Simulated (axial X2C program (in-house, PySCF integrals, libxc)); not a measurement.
The numbers below are computed, except where a source is named.
## CuH⁻: input and output

Program: an axial X2C code built on PySCF integrals.

Input file and command:
```json
{"zs": [29, 1], "q": -1, "bas": ["dyall-acv3z", "dyall-av3z"], "levels": ["PBE0", "HF", "r2SCAN"], "cc": true, "r0": 1.44, "thr": -2.0, "nmax": 90, "npts": 10, "nst": 2, "ntry": 6}
```
```bash
python so2c.py task.json out
```

Keys: zs atomic numbers; q charge; bas basis sets; levels methods; cc coupled cluster on or off; r0 starting distance in Å; thr threshold in hartree for freezing inner shells (an s shell follows its p shell); nmax most natural virtual spinors; npts points on the curve; nst determinants followed; ntry starts of the search. HF also brings MP2.

Output of the r2SCAN step, 2c, at R = 1.526 Å for the state Ω = 1/2. It starts from PBE0 orbitals of this distance.

```
two-component X2C + atomic mean field  r2SCAN
basis functions 147  fitting functions 777  grid points 5072
iter        total energy     max residual
   1      -1654.934494835     4.13e-02
   2      -1654.933684638     2.25e-02
   3      -1654.909730192     6.11e-02
   4      -1654.937131242     2.17e-03
   5      -1654.937171729     5.23e-04
   6      -1654.937176973     5.54e-04
   7      -1654.937179354     2.19e-04
   8      -1654.937180016     4.63e-05
   9      -1654.937180066     1.12e-05
  10      -1654.937180071     2.69e-06
  11      -1654.937180072     4.97e-07
converged
one-electron -2330.55207570  Coulomb 734.50362471  exact exchange 0.00000000  xc functional -68.43650127  nuclear repulsion 10.05644765  atomic mean-field constant -0.50867546
```
Energies are in hartree; totals compare only within one Hamiltonian and basis.
